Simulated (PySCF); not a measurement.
**State search for CsO**

Unrestricted PBE0; Cs def2-SVP with ECP46, O def2-SVP; scalar-relativistic core potentials (PySCF 2.14). Outer shells of the fragments: Cs 6s1; O 2s2 2p4.

Followed along the bond (rough minima from three points):

```csv
2Ms+1,unpaired,⟨S²⟩ at the start,R at minimum (Å),Te (eV)
2,π ↑,0.76,2.56,0.00
4,"σ ↑, π ↑↑",3.75,none in the scan,≤ 2.53
```

Solutions found at the starting distance of 2.805 Å, counted from the lowest of them; the search is not exhaustive and high or unbound solutions are not listed, so other states can lie among these:

```tsv
2Ms+1	unpaired	term	E (eV)	⟨S²⟩	⟨Lz²⟩	μ (D)
2	π ↑	²Π	0.00	0.76	1.01	-9.26
4	σ ↑, π ↑↑	⁴Σ⁻	2.52	3.75	0.00	1.14
2	σ ↓, π ↑↑	mixed	2.56	1.75	0.00	1.53
4	σ ↑↑, π ↑	⁴Π	2.57	3.75	1.00	1.43
2	σ ↑, π ↑↓	mixed	3.32	1.75	2.00	1.33
4	π ↑↑↑	⁴Π	3.67	3.75	1.00	0.37
4	σ ↑, π ↑↑	mixed	3.74	3.75	2.00	0.84
4	σ ↑, π ↑↑	mixed	3.77	3.75	2.00	1.63
2	σ ↑, π ↑↓	mixed	3.77	1.75	2.00	1.86
4	π ↑↑, δ ↑	⁴Δ	4.24	3.75	4.00	0.53
```

A term symbol is given only where ⟨S²⟩ and ⟨Lz²⟩ are close to those of a pure state; real π, δ and φ orbitals otherwise mix terms. A positive dipole means Cs(−)O(+).

Spin–orbit coupling is left out. Counting both spins, an empty level lies below a filled one in some of these solutions, because spin and occupation are held.
